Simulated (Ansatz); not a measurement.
An input meant for [CrO2S2]2- (CrS₂O₂²⁻) (charge -2, singlet; atoms displaced at random, 0.08 Å in each coordinate).

```yaml
crystal:
  periodic: [true, true, true]
  atoms:
    - {symbol: Cr, position_ang: [0.173234, 0.138554, 0.094671]}
    - {symbol: O, position_ang: [0.236511, -0.044451, 1.616574]}
    - {symbol: O, position_ang: [1.756615, -0.057032, -0.659031]}
    - {symbol: S, position_ang: [-0.896115, 1.721142, -0.661173]}
    - {symbol: S, position_ang: [-1.034057, -1.790719, -0.632885]}
basis:
  gaussian: {orbitals: def2-TZVP, final_grid: {core_spheres: 20, valence_spheres: 16, degree: 47}}
total_charge: -2
hamiltonian: {xc: {name: HSE06}, dispersion: d4}
scf: {omitted_lower_state_checks: [starts]}
output: {forces: true}
```

```sh
$ ansatz run in.yaml --threads 4 --pin off --events-out ev --progress --plain --max-ram 3916MiB
```

It prints (some lines left out):

```
Error: YAML parse error: error: line 2 column 3: crystal: missing field `lattice` (a structure is typed as `lattice` and `atoms`, a molecule's as `atoms` in Å alone, or read from a run's directory, `checkpoint`)
 --> <input>:2:3
1 | crystal:
2 |   periodic: [true, true, true]
3 |   atoms:
4 |     - {symbol: Cr, position_ang: [0.173234, 0.138554, 0.094671]}
```

(1) Something in this input is off. What?

Results:

(1) The species is marked periodic without a cell. The program refused the input.
